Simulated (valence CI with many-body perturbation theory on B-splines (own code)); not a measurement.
**Energy levels of Rh²⁴⁺**

Calculated by valence CI with perturbative core correlation (CI+MBPT): three valence electrons over a frozen Dirac-Fock core [Ar], a basis of 7 s, 7 p, 8 d, 6 f, 4 g, 1 h functions for each j, with the one-electron correlation potential Σ1 (screened to all orders), the two-electron term Σ2, the three-electron term Σ3, Breit, model QED; selected single and double excitations, second order for the rest, scaled by the run's own slope (own B-spline code, finite nucleus).

No measured levels were compared; by estimate terms of the open shell hold to 2 to 4 % of their energy, and close levels can change places. Only levels of the ground parity were solved; by the run's estimate the other parity begins above the list, which can be wrong where configurations are misplaced.

Levels 1 to 19 of 19, with energies above the lowest level, 3d3 4F_3/2. "Leading %" is the weight of the configuration and term that name the level; weights of strongly mixed levels are sums over their largest components and can fall short. In the jj column 3d3/2^4 stands for four electrons in 3d with j = 3/2.

| No. | Configuration | Term | J | E (cm⁻¹) | Leading % | Leading jj | Second component |
| --- | --- | --- | --- | --- | --- | --- | --- |
| 1 | 3d3 | 4F | 3/2 | 0.0 | 84 | 3d3/2^3 (72 %) | 14 % 3d3 2D |
| 2 | 3d3 | 4F | 5/2 | 27146 | 95 | 3d3/2^2 3d5/2 (90 %) | 5 % 3d3 2D |
| 3 | 3d3 | 4F | 7/2 | 49079 | 87 | 3d3/2^2 3d5/2 (52 %) | 11 % 3d3 2G |
| 4 | 3d3 | 4F | 9/2 | 64060 | 63 | 3d3/2^2 3d5/2 (59 %) | 29 % 3d3 2G |
| 5 | 3d3 | 4P | 3/2 | 70122 | 49 | 3d3/2^2 3d5/2 (78 %) | 32 % 3d3 2P |
| 6 | 3d3 | 4P | 1/2 | 80485 | 74 | 3d3/2^2 3d5/2 (96 %) | 26 % 3d3 2P |
| 7 | 3d3 | 2G | 7/2 | 104600 | 85 | 3d3/2 3d5/2^2 (66 %) | 12 % 3d3 4F |
| 8 | 3d3 | 2H | 9/2 | 109220 | 56 | 3d3/2 3d5/2^2 (43 %) | 28 % 3d3 4F |
| 9 | 3d3 | 4P | 5/2 | 114410 | 90 | 3d3/2 3d5/2^2 (62 %) | 9 % 3d3 2D |
| 10 | 3d3 | 2D | 3/2 | 128650 | 47 | 3d3/2 3d5/2^2 (94 %) | 40 % 3d3 4P |
| 11 | 3d3 | 2P | 1/2 | 137200 | 74 | 3d3/2 3d5/2^2 (96 %) | 26 % 3d3 4P |
| 12 | 3d3 | 2H | 11/2 | 147630 | 100 | 3d3/2 3d5/2^2 (100 %) |  |
| 13 | 3d3 | 2D | 5/2 | 158140 | 90 | 3d3/2 3d5/2^2 (66 %) | 6 % 3d3 4P |
| 14 | 3d3 | 2G | 9/2 | 167330 | 56 | 3d5/2^3 (76 %) | 36 % 3d3 2H |
| 15 | 3d3 | 2P | 3/2 | 186550 | 59 | 3d5/2^3 (84 %) | 29 % 3d3 2D |
| 16 | 3d3 | 2F | 5/2 | 191250 | 86 | 3d3/2 3d5/2^2 (50 %) | 12 % 3d3 2D |
| 17 | 3d3 | 2F | 7/2 | 192470 | 96 | 3d3/2 3d5/2^2 (87 %) |  |
| 18 | 3d3 | 2D | 3/2 | 284820 | 99 | 3d3/2 3d5/2^2 (83 %) |  |
| 19 | 3d3 | 2D | 5/2 | 286880 | 85 | 3d5/2^3 (64 %) | 11 % 3d3 2F |

Names give the largest LS component (configuration and term), which can be under half, so a name can repeat, a term be missing and a line seem to break the LS rules; names also repeat where a configuration has a term twice.

The ionisation energy to 3d2 3F_2 of the next ion comes out as 1201.8 eV (NIST: 1202 ± 4 eV (theoretical)). All 19 levels together are meant to be complete up to 298350 cm⁻¹.
